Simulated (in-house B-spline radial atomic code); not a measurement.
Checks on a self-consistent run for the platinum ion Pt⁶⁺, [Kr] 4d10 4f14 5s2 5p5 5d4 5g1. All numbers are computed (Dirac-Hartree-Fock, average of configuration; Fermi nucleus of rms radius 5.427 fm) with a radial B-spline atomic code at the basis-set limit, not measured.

| orbital | q | ε (Eh) | <1/r> | <r²> | small-component weight |
| --- | --- | --- | --- | --- | --- |
| 1s1/2 | 2 | -2903.68997 | 93.8899 | 0.000406165 | 0.087475 |
| 2s1/2 | 2 | -518.51095 | 23.0455 | 0.0061394 | 0.020025 |
| 2p1/2 | 2 | -496.08660 | 22.9604 | 0.00436719 | 0.02006 |
| 2p3/2 | 4 | -432.43188 | 18.8514 | 0.00555334 | 0.017897 |
| 3s1/2 | 2 | -127.11996 | 8.47426 | 0.0397969 | 0.0066899 |
| 3p1/2 | 2 | -117.10983 | 8.37327 | 0.036442 | 0.0066178 |
| 3p3/2 | 4 | -102.91911 | 7.30976 | 0.0428289 | 0.0060033 |
| 3d3/2 | 4 | -86.47926 | 7.18733 | 0.0330342 | 0.0058591 |
| 3d5/2 | 6 | -83.44998 | 6.94256 | 0.0347802 | 0.0056895 |
| 4s1/2 | 2 | -31.57316 | 3.5586 | 0.19433 | 0.0022225 |
| 4p1/2 | 2 | -27.28724 | 3.44406 | 0.199518 | 0.0021258 |
| 4p3/2 | 4 | -23.86722 | 3.09325 | 0.230984 | 0.0019104 |
| 4d3/2 | 4 | -16.84800 | 2.88605 | 0.245481 | 0.0017102 |
| 4d5/2 | 6 | -16.20322 | 2.80091 | 0.257024 | 0.0016483 |
| 4f5/2 | 6 | -7.16763 | 2.42729 | 0.305604 | 0.0012824 |
| 4f7/2 | 8 | -7.03434 | 2.39406 | 0.313715 | 0.0012568 |
| 5s1/2 | 2 | -7.92128 | 1.44196 | 0.986958 | 0.00055237 |
| 5p1/2 | 1.6667 | -6.44998 | 1.33993 | 1.12512 | 0.00049161 |
| 5p3/2 | 3.3333 | -5.82469 | 1.2246 | 1.29594 | 0.00043455 |
| 5d3/2 | 1.6 | -3.74007 | 1.00562 | 1.85982 | 0.00030598 |
| 5d5/2 | 2.4 | -3.66062 | 0.980535 | 1.94039 | 0.00029393 |
| 5g7/2 | 0.44444 | -0.99029 | 0.290127 | 16.0485 | 2.8088e-05 |
| 5g9/2 | 0.55556 | -0.99053 | 0.290325 | 16.0321 | 2.813e-05 |

Electron-electron repulsion V_ee = 6569.8617 hartree.

**Question.** What total energy follows from the eigenvalues?

**Answer.** The eigenvalues count the repulsion twice, so E = Σqε - V_ee = -11851.905 - 6569.862 = -18421.767 hartree; the run printed -18421.767.

**Question.** Does the Dirac virial theorem hold?

**Answer.** For a point nucleus E = -2c²Σq·w, with w the small-component weight. Here Σq·w = 0.49032 and c = 137.0360, so the ratio E/(-2c²Σq·w) is 1.000342; the finite nucleus accounts for the departure from 1.

**Question.** What diamagnetic shielding (Lamb formula) and susceptibility (Langevin formula) do the radii give?

**Answer.** σ = (α²/3)Σq<1/r> = 590.432/(3·137.036²) = 10480 ppm, and χ = -0.79199×10⁻⁶·Σq<r²> = -32.57×10⁻⁶ cm³/mol with Σq<r²> = 41.129 bohr². Both are non-relativistic formulas without the paramagnetism of open shells; for so heavy an element the full relativistic shielding is larger by tens of per cent.
